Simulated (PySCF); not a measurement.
## Ag³⁵⁺: ionisation energy

Ag³⁵⁺ [Ne] 3s2 → Ag³⁶⁺ [Ne] 3s1 [3s1/2^1, M_J = 1/2], as a difference of total energies. Computed with PySCF 2.14 in an uncontracted even-tempered set (18 s from 6.6 bohr⁻², ratio 2.4; 13 p from 8.6 bohr⁻², ratio 2.4; 4 d from 29 bohr⁻², ratio 2.6; 4 f from 43 bohr⁻², ratio 2.6), with the two-component X2C-1e Hamiltonian. Correlated levels: 1s2 frozen; the 48 highest virtual spinors dropped. "Screened" scales the spin-orbit matrix elements by Boettger's factors to mimic the two-electron term; Breit and QED terms are absent.

| method | ionisation energy (eV) |
| --- | --- |
| GHF (spin-free) | 2296.0 |
| GHF (screened spin-orbit) | 2295.9 |
| GMP2 (screened spin-orbit) | 2299.2 |

Q: How much does correlation contribute at GMP2 (screened spin-orbit)?

A: 2299.2 − (2295.9) = 3.3 eV, measured against GHF (screened spin-orbit).

Breit and QED terms and the two-electron picture change are absent.

For comparison: 2302 ± 3 eV (semi-empirical (NIST evaluation); NIST Atomic Spectra Database, ionization energies).
